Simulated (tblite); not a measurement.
Compound: C3H10O4Si2.
Bonds: C1–O2, O2–Si3, Si3–O4, O4–C5, C5–C6, C6–O7 (double), C6–O8, O8–Si9. Hydrogens: H10, H11, H12 on C1; H13, H14 on Si3; H15, H16 on C5; H17, H18, H19 on Si9.

Computed with GFN2-xTB (tblite), gas phase: L-BFGS steps from a force-field or distance-geometry start until the largest atomic force falls under 0.01 eV/Å.

At the end of the run (lengths in Å): O2–Si3 1.619, Si3–O4 1.615, C6–O8 1.310, C6=O7 1.206, O8–Si9 1.680, C1–O2 1.388, O4–C5 1.371, Si3–O4–C5 131.3°, C1–O2–Si3 125.4°, O2–Si3–O4 96.0°, C6–O8–Si9 118.9°, C1–O2–Si3–O4 176°, O2–Si3–O4–C5 169°, Si3–O4–C5–C6 13°, H13–Si3–O4–C5 -76°, H15–C5–O4–Si3 134°.

Question: These geometries were met on the way; a selection of coordinates is given. Order them by energy above the end point, lowest first.
A. O2–Si3 1.652, Si3–O4 1.623, C6–O8 1.313, C6=O7 1.208, O8–Si9 1.719, C1–O2 1.430, O4–C5 1.409, Si3–O4–C5 110.1°, C1–O2–Si3 115.6°, O2–Si3–O4 107.3°, C6–O8–Si9 125.2°, C1–O2–Si3–O4 -179°, O2–Si3–O4–C5 -18°, Si3–O4–C5–C6 180°, H13–Si3–O4–C5 101°, H15–C5–O4–Si3 -56°
B. O2–Si3 1.620, Si3–O4 1.626, C6–O8 1.314, C6=O7 1.204, O8–Si9 1.666, C1–O2 1.393, O4–C5 1.392, Si3–O4–C5 125.0°, C1–O2–Si3 136.4°, O2–Si3–O4 104.3°, C6–O8–Si9 126.6°, C1–O2–Si3–O4 176°, O2–Si3–O4–C5 -27°, Si3–O4–C5–C6 -174°, H13–Si3–O4–C5 91°, H15–C5–O4–Si3 -53°
C. O2–Si3 1.615, Si3–O4 1.617, C6–O8 1.311, C6=O7 1.208, O8–Si9 1.677, C1–O2 1.395, O4–C5 1.380, Si3–O4–C5 127.6°, C1–O2–Si3 129.3°, O2–Si3–O4 101.5°, C6–O8–Si9 117.1°, C1–O2–Si3–O4 174°, O2–Si3–O4–C5 -128°, Si3–O4–C5–C6 -93°, H13–Si3–O4–C5 -11°, H15–C5–O4–Si3 28°
D. O2–Si3 1.633, Si3–O4 1.628, C6–O8 1.315, C6=O7 1.201, O8–Si9 1.667, C1–O2 1.398, O4–C5 1.397, Si3–O4–C5 118.4°, C1–O2–Si3 119.6°, O2–Si3–O4 103.7°, C6–O8–Si9 125.8°, C1–O2–Si3–O4 180°, O2–Si3–O4–C5 -22°, Si3–O4–C5–C6 -176°, H13–Si3–O4–C5 94°, H15–C5–O4–Si3 -54°
E. O2–Si3 1.726, Si3–O4 1.705, C6–O8 1.387, C6=O7 1.264, O8–Si9 1.736, C1–O2 1.376, O4–C5 1.403, Si3–O4–C5 106.5°, C1–O2–Si3 112.5°, O2–Si3–O4 106.8°, C6–O8–Si9 124.3°, C1–O2–Si3–O4 -178°, O2–Si3–O4–C5 -17°, Si3–O4–C5–C6 180°, H13–Si3–O4–C5 101°, H15–C5–O4–Si3 -59°

Answer: C (0.185 eV), B (0.302 eV), D (0.488 eV), A (0.822 eV), E (1.386 eV).

```tsv
step	E above end (eV)	rms distance from the end, all atoms (Å)	largest force (eV/Å)	rms shift of all bonds from the end (Å)
181	0.185	0.896	0.118	0.004
33	0.302	1.643	0.145	0.008
7	0.488	1.723	0.393	0.011
2	0.822	1.740	0.952	0.021
0	1.386	1.747	4.159	0.045
```

Rows stand in the order of the answer.
